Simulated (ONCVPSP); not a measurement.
# Ranking ONCV potentials for lithium

All share these settings but for the change named:

| Property | Result |
| --- | --- |
| Element | lithium (Li) |
| Generator | ONCVPSP 4.0.1 |
| Type | optimised norm-conserving Vanderbilt (ONCV) |
| Functional | PBE |
| Relativity | scalar-relativistic |
| Frozen core | none |
| Valence charge | 3 |
| Reference configuration | 1s2 2s1 |
| Partial waves | 1s+2s: rc 1.15 bohr, ncon 4, nbas 8, qcut 10.8 1/bohr, 2 projectors; p scattering state at 0.05 Ha: rc 1.10 bohr, ncon 4, nbas 8, qcut 7.2 1/bohr, 2 projectors, debl 3.6 Ha |
| Local potential | polynomial inside 1.05 bohr (lpopt 5, dvloc0 0 Ha) |
| Core correction | none |

Test errors are all-electron minus pseudo excitation energies from the reference, over 1s2 2s0; 1s2 2s0.5; 1s2 2s0 2p1; 1s1 2s1. None of these files shows a bound ghost.

The base gives 840.8 meV.

Of 7 variants that were run, those that failed, showed a ghost or another fault, or gave nearly equal values are left out.

A variant can come out equal or close to the base, since the largest error may sit in a test that the change hardly touches while other tests move.

Question: Rank these variants by their largest absolute test error, smallest first.
A. all radii scaled by about 0.95 (s 1.10, p 1.04 bohr); local potential polynomial inside 1.00 bohr (lpopt 5, dvloc0 0 Ha)
B. all radii scaled by about 1.09 (s 1.26, p 1.20 bohr); local potential polynomial inside 1.16 bohr (lpopt 5, dvloc0 0 Ha)
C. all radii scaled by about 0.87 (s 1.00, p 0.96 bohr); local potential polynomial inside 0.92 bohr (lpopt 5, dvloc0 0 Ha)
D. all radii scaled by about 1.22 (s 1.40, p 1.34 bohr); local potential polynomial inside 1.28 bohr (lpopt 5, dvloc0 0 Ha)
E. all radii scaled by about 1.31 (s 1.50, p 1.44 bohr); local potential polynomial inside 1.38 bohr (lpopt 5, dvloc0 0 Ha)

Answer: C (631.3 meV), A (772.8 meV), B (1023.1 meV), D (1289.8 meV), E (1610.9 meV).
